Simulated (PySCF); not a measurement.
Species: `CCC(=CC(=O)F)CC`. The columns A, B, C and D hold Mulliken, IAO, Hirshfeld and ESP-fitted charges (e) of one PBE0/pcSseg-1 density (PySCF), in a shuffled order. Coordinates in Å (GFN2-xTB); the density's dipole moment is (2.46, -3.61, -0.88) D.

| atom | x | y | z | A | B | C | D |
| --- | --- | --- | --- | --- | --- | --- | --- |
| C1 | 2.530 | -0.449 | 0.273 | -0.113 | -0.277 | -0.423 | -0.372 |
| C2 | 1.240 | -0.835 | -0.438 | -0.057 | -0.183 | -0.257 | +0.224 |
| C3 | 0.086 | 0.108 | -0.295 | +0.067 | -0.275 | +0.108 | -0.083 |
| C4 | 0.200 | 1.301 | 0.317 | -0.089 | -0.195 | -0.278 | -0.396 |
| C5 | -0.873 | 2.255 | 0.459 | +0.223 | +0.605 | +0.594 | +0.733 |
| O6 | -2.025 | 2.215 | 0.171 | -0.218 | -0.365 | -0.408 | -0.463 |
| F7 | -0.396 | 3.410 | 1.045 | -0.115 | -0.299 | -0.308 | -0.280 |
| C8 | -1.206 | -0.396 | -0.859 | -0.070 | -0.168 | -0.269 | +0.126 |
| C9 | -2.050 | -1.051 | 0.240 | -0.112 | -0.266 | -0.406 | -0.344 |
| H10 | 2.934 | 0.479 | -0.125 | +0.044 | +0.127 | +0.144 | +0.106 |
| H11 | 3.272 | -1.230 | 0.129 | +0.048 | +0.128 | +0.150 | +0.088 |
| H12 | 2.363 | -0.331 | 1.341 | +0.043 | +0.126 | +0.145 | +0.106 |
| H13 | 0.910 | -1.815 | -0.080 | +0.051 | +0.141 | +0.149 | +0.023 |
| H14 | 1.439 | -0.948 | -1.509 | +0.053 | +0.152 | +0.156 | +0.012 |
| H15 | 1.141 | 1.630 | 0.727 | +0.043 | +0.110 | +0.166 | +0.167 |
| H16 | -1.779 | 0.428 | -1.284 | +0.039 | +0.157 | +0.167 | +0.050 |
| H17 | -1.003 | -1.130 | -1.641 | +0.043 | +0.117 | +0.136 | -0.004 |
| H18 | -1.500 | -1.853 | 0.727 | +0.036 | +0.108 | +0.133 | +0.090 |
| H19 | -2.958 | -1.464 | -0.190 | +0.048 | +0.122 | +0.149 | +0.100 |
| H20 | -2.329 | -0.312 | 0.986 | +0.036 | +0.135 | +0.153 | +0.117 |

Problem. Which column most likely holds the ESP-fitted charges?

Solution. D. Σ q r misses the density's dipole by 0.04 D (D), 0.95 D (C), 1.16 D (A), 1.16 D (B). Charges fitted to the outside potential are the only set here that is tied to the molecule's multipoles.

Problem. And the Hirshfeld charges?

Solution. A. The mean sizes are 0.077 e (A), 0.194 e (D), 0.203 e (B), 0.235 e (C), and Hirshfeld charges are commonly the smallest of these schemes.

As computed, A = Hirshfeld, B = Mulliken, C = IAO, D = ESP-fitted. Hydrogens on carbon: Hirshfeld +0.04 to +0.05, Mulliken +0.11 to +0.16, IAO +0.13 to +0.17, ESP-fitted 0.00 to +0.17 e.

The Hirshfeld scheme divides the density at each point in proportion to the densities of the neutral, spherically averaged free atoms. The Mulliken scheme counts on each atom the diagonal of the density matrix times the overlap matrix over that atom's basis functions.

Geometry: GFN2-xTB, one conformer, isolated molecule.

The run behind these numbers computed NMR shieldings as well. The run took about 1.7 min of CPU time (one thread, shared machine).

Conformer computed: `[CH3:1][CH2:2][C:3](=[CH:4][C:5](=[O:6])[F:7])[CH2:8][CH3:9]`: C1–C2–C3–C4 6°, C3–C4–C5–O6 4°, C2–C3–C8–C9 95°.
